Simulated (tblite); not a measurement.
Compound: C₄H₁₁BrO₂Si₂.
SMILES with atom numbers: `[CH3:1]/[C:2](=[CH:3]\[Br:4])[O:5][SiH2:6][O:7][CH2:8][SiH3:9]` (hydrogens: H10, H11, H12 on C1; H13 on C3; H14, H15 on Si6; H16, H17 on C8; H18, H19, H20 on Si9)

Computed with GFN2-xTB (tblite), gas phase: L-BFGS steps from a force-field or distance-geometry start until the largest atomic force falls under 0.01 eV/Å.

The end geometry, which sets the zero of energy:
```
atom  x, y, z in Å
C1     -3.0936   -0.6770   -0.4249
C2     -2.2732    0.5669   -0.5033
C3     -2.7318    1.7819   -0.8028
Br4    -4.5349    2.1525   -1.1887
O5     -0.9568    0.4618   -0.2608
Si6    -0.0515   -0.7702    0.2747
O7      1.3770   -0.0402    0.2326
C8      2.6154   -0.6031    0.6017
Si9     3.9543    0.5150   -0.1694
H10    -4.1414   -0.4762   -0.6264
H11    -2.9933   -1.1143    0.5670
H12    -2.7199   -1.3999   -1.1482
H13    -2.0895    2.6446   -0.8467
H14    -0.0986   -1.9232   -0.6277
H15    -0.4477   -1.1679    1.6279
H16     2.6709   -1.6372    0.2501
H17     2.6755   -0.6419    1.6937
H18     3.7485    1.8772    0.3159
H19     5.2638    0.0049    0.2470
H20     3.8213    0.4569   -1.6243
```

Question: These geometries come from the run, each turned onto the end geometry. Order them by energy, lowest first.
A.
```
atom  x, y, z in Å
C1     -3.1173   -0.6785   -0.4307
C2     -2.2788    0.5552   -0.4952
C3     -2.7176    1.7766   -0.7989
Br4    -4.5067    2.1836   -1.2063
O5     -0.9659    0.4413   -0.2368
Si6    -0.0474   -0.7937    0.2678
O7      1.3797   -0.0630    0.1817
C8      2.6168   -0.5880    0.6076
Si9     3.9592    0.5255   -0.1647
H10    -4.1701   -0.4514   -0.5670
H11    -2.9808   -1.1622    0.5343
H12    -2.7960   -1.3713   -1.2070
H13    -2.0577    2.6258   -0.8400
H14    -0.1321   -1.9499   -0.6279
H15    -0.3904   -1.1878    1.6365
H16     2.7035   -1.6335    0.2975
H17     2.6394   -0.5878    1.7011
H18     3.7663    1.8937    0.3101
H19     5.2731    0.0204    0.2432
H20     3.8174    0.4558   -1.6180
```
B.
```
atom  x, y, z in Å
C1     -3.1697   -0.6579   -0.4752
C2     -2.2363    0.5095   -0.5496
C3     -2.5994    1.7629   -0.8251
Br4    -4.3724    2.2870   -1.1655
O5     -0.9266    0.3042   -0.3426
Si6    -0.0265   -0.8723    0.3104
O7      1.3754   -0.0915    0.3559
C8      2.6517   -0.5892    0.6951
Si9     3.8704    0.5693   -0.2071
H10    -4.1915   -0.3278   -0.3023
H11    -2.8623   -1.3211    0.3293
H12    -3.1491   -1.2270   -1.4063
H13    -1.8861    2.5674   -0.8612
H14     0.0308   -2.0432   -0.5620
H15    -0.5057   -1.2203    1.6513
H16     2.7398   -1.6422    0.4098
H17     2.7708   -0.5503    1.7833
H18     3.5939    1.9201    0.2710
H19     5.2421    0.1788    0.1237
H20     3.6450    0.4541   -1.6456
```
C.
```
atom  x, y, z in Å
C1     -3.3206   -0.7903   -0.2769
C2     -2.3365    0.2264   -0.7857
C3     -2.4961    1.5470   -0.7678
Br4    -4.0028    2.3928   -0.0230
O5     -1.1658   -0.2671   -1.2836
Si6     0.0176   -0.7818   -0.2927
O7      1.4327   -0.0810   -0.6538
C8      2.3938   -0.2704    0.3779
Si9     4.0926    0.5497    0.1042
H10    -4.1865   -0.2896    0.1521
H11    -2.8499   -1.4097    0.4890
H12    -3.6426   -1.4604   -1.0776
H13    -1.7712    2.2609   -1.1315
H14     0.1306   -2.2378   -0.4529
H15    -0.3437   -0.3696    1.0788
H16     2.5019   -1.3411    0.5577
H17     1.9774    0.1260    1.3063
H18     4.1316    1.7771    0.9070
H19     5.0759   -0.3881    0.6614
H20     4.3558    0.8176   -1.3016
```
D.
```
atom  x, y, z in Å
C1     -3.1205   -0.6712   -0.4401
C2     -2.2639    0.5508   -0.4872
C3     -2.6812    1.7756   -0.8058
Br4    -4.4565    2.2018   -1.2403
O5     -0.9550    0.4238   -0.2155
Si6    -0.0448   -0.8153    0.2939
O7      1.3816   -0.0834    0.2286
C8      2.6302   -0.5954    0.6352
Si9     3.9260    0.5363   -0.1843
H10    -4.1739   -0.4113   -0.5046
H11    -2.9270   -1.2243    0.4771
H12    -2.8648   -1.3199   -1.2774
H13    -2.0036    2.6121   -0.8421
H14    -0.1295   -1.9515   -0.6237
H15    -0.4059   -1.2201    1.6574
H16     2.7188   -1.6405    0.3270
H17     2.6789   -0.5803    1.7288
H18     3.6950    1.9019    0.2806
H19     5.2614    0.0773    0.2123
H20     3.7292    0.4441   -1.6324
```
E.
```
atom  x, y, z in Å
C1     -3.2408   -0.7007   -0.4270
C2     -2.2698    0.3965   -0.7036
C3     -2.5801    1.6865   -0.8133
Br4    -4.3068    2.3959   -0.5948
O5     -0.9739    0.0427   -0.8275
Si6    -0.0441   -0.8845    0.1263
O7      1.3199   -0.0351    0.0709
C8      2.5482   -0.4483    0.6261
Si9     3.9760    0.6014   -0.0896
H10    -4.1954   -0.2870   -0.1178
H11    -2.8377   -1.3447    0.3524
H12    -3.3923   -1.3021   -1.3242
H13    -1.8378    2.4293   -1.0380
H14     0.1397   -2.2103   -0.4729
H15    -0.5890   -0.9838    1.4861
H16     2.7187   -1.5046    0.3955
H17     2.4972   -0.3841    1.7173
H18     3.9906    1.9774    0.4097
H19     5.2244   -0.0356    0.3580
H20     3.8477    0.6016   -1.5463
```

Answer: A (0.004 eV), D (0.009 eV), B (0.033 eV), E (0.118 eV), C (0.462 eV).

In the order of the answer:

```csv
step,E above end (eV),largest force (eV/Å),rms force component (eV/Å),rms distance from end (Å),rms bond change (Å),bond most changed (Å)
93,0.004,0.04,0.015,0.046,0.000,C3–Br4 -0.001
86,0.009,0.08,0.025,0.090,0.001,C3–Br4 -0.004
56,0.033,0.09,0.027,0.217,0.002,C1–C2 +0.004
33,0.118,0.17,0.064,0.371,0.003,C2–O5 +0.006
9,0.462,0.26,0.088,0.743,0.009,C2–O5 +0.022
```

What follows is the cost of the whole relaxation. The run took 2.4 s wall on one thread of an Arm Neoverse N1, shared host with 64 logical CPUs at a one-minute load of 59.
